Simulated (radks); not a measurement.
The numbers below are computed, except where a source is named.
Excited configurations of Co: one electron is placed in a higher orbital outside [Ar] 3d8. The ground configuration is [Ar] 3d7 4s2. Level of theory: Dirac Kohn-Sham, BLYP, spin-unpolarised, spherical densities, finite nucleus; open shells are shared between the two j in proportion to 2j + 1; Fermi nuclear charge, rms radius 3.7875 fm (a radial shooting solver on a logarithmic mesh with Libxc functionals). Excitation = E - E(ground); binding = E(ion) - E, where the ion is the core of charge +1; n* = 1/sqrt(2 binding) in atomic units, and the quantum defect is n - n*. Eigenvalue and <r> are those of j = l + 1/2.

| outer orbital | excitation (eV) | binding (eV) | quantum defect | eigenvalue (eV) | <r> (bohr) |
|---|---|---|---|---|---|
| 4s | -1.150 | 7.780 | 2.678 | -4.389 | 3.100 |
| 4p | 2.632 | 3.998 | 2.155 | -1.659 | 4.597 |
| 4d | 5.151 | 1.479 | 0.967 | -0.579 | 10.48 |
| 5s | 4.190 | 2.440 | 2.638 | -1.364 | 8.494 |
| 5p | 4.852 | 1.778 | 2.234 | -0.931 | 10.90 |

The Delta-SCF ionisation energy is 6.630 eV (NIST Atomic Spectra Database: 7.881 eV, measured). Self-interaction in the functional shifts the binding energies and quantum defects, so they are the method's values and not measured ones. Spin polarisation and multiplet splitting are left out, so open shells lie too high by an amount that depends on their filling. A negative excitation energy means that this level of theory puts the configuration below the NIST ground configuration.

Beside tabulated values, note that spin-unpolarised runs miss the spin-polarisation part of the exchange energy of open shells.
